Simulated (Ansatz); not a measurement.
System: P₂H₃, net charge 0, doublet state. It need not be the lowest isomer of its formula. 
Geometry from a B3LYP-D3(BJ)/def2-TZVP (Ansatz, an electronic-structure program) optimisation:
```
P
H 1 1.4160
H 1 1.4187 2 95.53
P 1 2.1895 2 97.11 3 100.93
H 4 1.4237 1 92.01 2 -157.85
```
Charge 0, spin multiplicity 2.

Quantity: vertical electron affinity (to the singlet state of charge -1; a negative value means that the extra electron is unbound and the number depends on the basis; each state is the SCF solution reached for its spin), in eV. Correlated levels leave the core frozen unless marked. UHF or UKS for open shells. Spin-orbit coupling is left out. No relativistic terms. Anions need diffuse functions: aug- sets have them; def2-D sets add few. CBS(X,Y): correlation extrapolated as X^-3; Hartree-Fock from the larger set. [CCSD(T)-MP2]/basis is that difference in the basis named.

| level | program | vertical electron affinity (eV) |
|---|---|---|
| SVWN5/def2-TZVPD | Ansatz | 1.35 |
| PBE/def2-TZVPD | Ansatz | 1.14 |
| BHLYP/def2-TZVPD | Ansatz | ? |
| CAM-B3LYP/def2-TZVPD | Ansatz | ? |
| wB97X-V/def2-TZVPD | Ansatz | ? |
| SCS-MP2/def2-SVPD | Ansatz | 0.82 |
| SCS-MP2/aug-cc-pV(T+d)Z | Ansatz | 1.33 |
| CCSD/def2-SVPD | Ansatz | ? |
| CCSD/def2-TZVPPD | Ansatz | 1.09 |
| RI-MP2/CBS(aug-cc-pV(T+d)Z,aug-cc-pV(Q+d)Z)+[CCSD(T)-MP2]/aug-cc-pV(T+d)Z | Ansatz | 1.41 |

Problem. What belongs in the gaps?

Solution. 
- BHLYP/def2-TZVPD, vertical electron affinity (eV): 1.02
- CAM-B3LYP/def2-TZVPD, vertical electron affinity (eV): 1.18
- wB97X-V/def2-TZVPD, vertical electron affinity (eV): 1.20
- CCSD/def2-SVPD, vertical electron affinity (eV): 0.76
